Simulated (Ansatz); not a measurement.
`C=C=[N][AlH2]` + `[SH][SnH3]` → `[AlH2][S][SnH3]` + `C=C=N` at 298.15 K and 1 bar (ligand exchange at the Al–N bond).

Program: Ansatz. Geometries: PBE0-D4/def2-TZVP. ΔE: electronic, gas phase. CCSD(T)/CBS is the MP2 limit (def2-TZVPP, def2-QZVPP) plus CCSD(T) − MP2 in def2-TZVPP, frozen cores. This one scheme is used for every species. Elements past krypton have def2 core potentials. For Sn outer-core shells are correlated without core-valence functions, which leaves a few kJ/mol of doubt a bond. One conformer a species, not always the lowest.

```json
{"species": "`C=C=[N][AlH2]`", "CCSD(T)/CBS energy (Eh)": "-375.19639", "H − E (kJ/mol)": "143.5", "S (J/(mol·K))": "304.2"}
{"species": "`[SH][SnH3]`", "CCSD(T)/CBS energy (Eh)": "-614.20548", "H − E (kJ/mol)": "91.8", "S (J/(mol·K))": "301.7"}
{"species": "`[AlH2][S][SnH3]`", "CCSD(T)/CBS energy (Eh)": "-856.85532", "H − E (kJ/mol)": "115.3", "S (J/(mol·K))": "355.3"}
{"species": "`C=C=N`", "CCSD(T)/CBS energy (Eh)": "-132.55079", "H − E (kJ/mol)": "127.2", "S (J/(mol·K))": "249.7"}
```

H − E and S are ideal-gas, rigid-rotor, harmonic terms from PBE0-D4/def2-TZVP, for one conformer and one mirror image of each species. 1 Eh = 2625.50 kJ/mol, R = 8.31446 J/(mol·K).

By hand: ΔE, ΔH, ΔS and ΔG.

ΔE = (-856.85532) + (-132.55079) − (-375.19639) − (-614.20548) = -0.00424 Eh = -11.1 kJ/mol. Δ(H − E) = 115.3 + 127.2 − 143.5 − 91.8 = 7.2, so ΔH = -3.9 kJ/mol. ΔS = 355.3 + 249.7 − 304.2 − 301.7 = -0.9 J/(mol·K). ΔG = -3.9 − 298.15 × (-0.9)/1000 = -3.6 kJ/mol.

By hand: the equilibrium constant, and the temperature at which ΔG would vanish if ΔH and ΔS stayed fixed.

log₁₀ K = −ΔG/(RT ln 10) = 0.6. ΔG = 0 at ΔH/ΔS = 4333 K, far beyond where these terms or the molecules hold.

The number of gas molecules stays the same, so ΔS is small and ΔH decides. The sign of ΔG lies within the doubt. A doubt of 5 kJ/mol in ΔE shifts log₁₀ K by 0.9 here. Other conformers and mirror images would add mixing entropy, several J/(mol·K) or more a flexible species. Modes under 60 cm⁻¹, often nearly free rotors, make the harmonic entropy too high. These are equilibria of isolated gas molecules and say nothing of rates. Largest T1 diagnostic: 0.015 (customary marks: 0.02 for closed shells, 0.045 for open ones).
